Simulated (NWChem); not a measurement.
ZnN2H4; SMILES [NH2][Zn][NH2]

```xyz
7

Zn     0.0284     0.0000     0.0004
N     -0.1093    -1.8242    -0.0509
H     -0.4460    -2.2420     0.8271
H      0.7701    -2.3101    -0.2707
N     -0.1153     1.8239     0.0406
H     -0.3335     2.2468    -0.8719
H      0.7279     2.3079     0.3764
```
Atoms are numbered in this order, from 1.

Program: NWChem. Pople sets run with spherical d functions. Geometry: optimised at PBE-D3(BJ)/def2-SVP. Level B3LYP/6-31G*: energy and gradient on several grids; changes count from the extra-fine grid, which is no exact limit either.

**Question.** Which is the coarsest grid (medium; fine; xcoarse; coarse; xfine) from which on the energy stays within 500 μHa and each gradient component within 500 μHa/bohr of xfine?

**Answer.** coarse.
```json
[
 {"grid": "xcoarse", "size of the energy change (μHa)": "2000", "largest change of a gradient component (μHa/bohr)": "2000"},
 {"grid": "coarse", "size of the energy change (μHa)": "100", "largest change of a gradient component (μHa/bohr)": "200"},
 {"grid": "medium", "size of the energy change (μHa)": "< 10", "largest change of a gradient component (μHa/bohr)": "< 30"},
 {"grid": "fine", "size of the energy change (μHa)": "< 10", "largest change of a gradient component (μHa/bohr)": "< 30"},
 {"grid": "xfine", "size of the energy change (μHa)": "< 10", "largest change of a gradient component (μHa/bohr)": "< 30"}
]
```
